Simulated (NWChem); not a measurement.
C4H3Br; SMILES Br/C=C\C#C

Results from NWChem. All runs use the structure optimised with PBE0/def2-SVP. Level: PBE0/def2-SVP with SMD (1 M gas to 1 M solution), gas-phase geometry.

```csv
solvent,dielectric constant,solvation free energy (kcal/mol),cavity-dispersion-structure term (kcal/mol),dipole in solution (D)
water,78.4,?,?,1.43
dimethyl sulfoxide,46.8,-3.6,1.1,1.42
ethylene glycol,40.2,-1.8,3.0,1.42
"N,N-dimethylformamide",37.2,-4.6,0.2,1.42
chlorobenzene,5.70,-5.9,-2.0,1.34
ethyl acetate,5.99,-5.0,-1.0,1.34
anisole,4.22,-4.8,-1.2,1.31
```

Q: Some entries are withheld; supply them.

A: 
- water, solvation free energy (kcal/mol): -1.3
- water, cavity-dispersion-structure term (kcal/mol): 3.5
